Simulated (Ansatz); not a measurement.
A nudged elastic band was laid between two geometries of C3H9BSi (14 atoms, charge 0, multiplicity 1).

The calculation used Ansatz, RKS B3LYP-D4/def2-SVP.

- movable images: 5
- climbing image: yes
- spring: 5.0 eV/Å²
- optimiser: quadratic models (default)
- start path: through a guess of the saddle point
- force threshold: 0.05 eV/Å
- iteration limit: 60
- end points: relaxed

Image 0:

```xyz
14
Properties=species:S:1:pos:R:3
C -1.038 1.705 0.671
C -0.311 0.625 0.302
Si 1.336 0.269 1.144
B -0.885 -0.290 -0.828
C -0.130 -1.562 -1.349
H -0.719 2.409 1.452
H -2.001 1.930 0.194
H 1.627 1.312 2.173
H 2.449 0.252 0.147
H 1.315 -1.070 1.808
H -1.956 0.035 -1.299
H 0.096 -2.248 -0.510
H -0.656 -2.129 -2.130
H 0.862 -1.268 -1.746
```

Image 6:

```xyz
14
Properties=species:S:1:pos:R:3
C -1.158 1.546 0.843
C -0.357 0.565 0.367
Si 1.305 0.228 1.187
B -0.858 -0.255 -0.866
C -0.009 -1.401 -1.520
H -0.892 2.176 1.702
H -2.130 1.759 0.379
H 2.424 0.402 0.212
H 1.369 -1.177 1.691
H 1.516 1.161 2.334
H -1.951 0.038 -1.308
H 0.244 -2.169 -0.764
H -0.484 -1.902 -2.376
H 0.968 -1.000 -1.852
```

(1) Which bonds break or form, and what moves?

(2) Give the energies along the band, and the barrier.

(3) What is the geometry of the highest image?

## Answers

(1) No bond is made or broken. The dihedral C1–C2–Si3–H8 goes from 0 to -120°. The two ends are copies of one structure, up to a mirror image or an exchange of like atoms.

(2) It converged. The highest image is number 3 of 0 to 6, 6.8 kJ/mol above the ends, which have the same energy within 2 meV. A vibrational analysis at the climbing image gives 2 clearly imaginary modes (122i, 98i cm⁻¹): a point of higher order, so a lower path passes nearby.

```csv
image,path coordinate (Å),energy (kJ/mol),dihedral C1–C2–Si3–H8 (°)
0,0.00,0.0,0
1,0.80,1.7,-19
2,1.59,5.1,-38
3,2.39,6.8,-59
4,3.18,5.1,-79
5,3.98,1.7,-100
6,4.78,0.0,-120
```

(3) 
```xyz
14
Properties=species:S:1:pos:R:3
C -1.122 1.554 0.806
C -0.333 0.548 0.360
Si 1.325 0.255 1.222
B -0.857 -0.277 -0.860
C -0.054 -1.442 -1.538
H -0.854 2.212 1.644
H -2.093 1.765 0.338
H 2.182 1.478 1.152
H 2.069 -0.872 0.593
H 1.117 -0.071 2.666
H -1.949 0.042 -1.287
H 0.181 -2.230 -0.797
H -0.562 -1.913 -2.392
H 0.934 -1.079 -1.878
```

Run time: 76 s on 2 threads of AMD EPYC 9R14 (Zen 4) (shared host), peak memory 0.3 GiB.
